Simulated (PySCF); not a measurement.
Zn(Cl)(NH2) (ClH₂NZn), SMILES [Cl][Zn][NH2]. Atoms are numbered in the order given.

```xyz
5

Zn    -0.3268    -0.0184     0.0000
Cl     1.7582     0.0114     0.0000
N     -2.1303     0.1267     0.0000
H     -2.5871    -0.2644    -0.8160
H     -2.5871    -0.2644     0.8160
```
Charge 0, spin multiplicity 1.

Geometry: r2SCAN-D4/def2-TZVP. Other conformers were not sampled.

All values below come from HF/pcSseg-2 in PySCF.

GIAO shieldings, no solvent; atoms alike by connectivity are averaged. δ = σ(ref) − σ: ³⁵Cl against HCl (σ = 947.2 ppm); ¹⁵N against NH3 (σ = 262.2 ppm); ¹H against TMS (σ = 31.98 ppm), references at their B3LYP-D3(BJ)/def2-TZVP geometries, non-relativistic (without spin–orbit terms, shifts of atoms bonded to Cl or Br come out too high).

```
atoms   nucleus  count  δ (ppm)
------  -------  -----  -------
Cl2        ³⁵Cl      1        …
N3          ¹⁵N      1    -28.4
H4, H5       ¹H      2    -0.32
```

**Question.** Some entries are withheld; supply them. (Estimate from the structure and the level; the computed values follow.)

**Answer.** 
- Cl2, δ (ppm): -168.1
